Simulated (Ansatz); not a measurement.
`N=C(O)C[SiH2]Cl` + CH₃OH → `COCC(=N)O` + `[SiH3]Cl`  (substitution at a C–Si bond)

Isolated molecules relaxed with PBE0-D4/def2-TZVP in Ansatz; ΔE leaves out vibrations. CCSD(T)/CBS adds triple-zeta CCSD(T) − MP2 to the extrapolated MP2 energy (def2 sets, frozen cores). This one scheme is used for every species. DFT in def2-TZVPP. B3LYP here is the variant with VWN-RPA as its local correlation; programs differ in this. One conformer a species, not always the lowest.

```csv
level,ΔE (kcal/mol)
B3LYP-D4,16.9
B3LYP,16.2
SCS-MP2/def2-TZVPP,17.3
CCSD/def2-TZVPP,16.9
```

What does CCSD(T)/CBS give? (Best estimate.)

The calculation gave: +18.2 kcal/mol. The listed levels differ from it by -1.3, -2.0, -0.9, -1.3 kcal/mol.

Largest T1 diagnostic among the species: 0.013.

In def2-TZVPP, CCSD(T) changes the Hartree–Fock value by +2.3 kcal/mol (the triples alone add +0.1 kcal/mol) and MP2 by +4.1 kcal/mol. The D4 term adds +0.7 kcal/mol with B3LYP and +0.4 kcal/mol with PBE0; it sums over pairs of atoms, weighted by their polarisabilities, and B3LYP, whose exchange is more repulsive, gets the larger term.
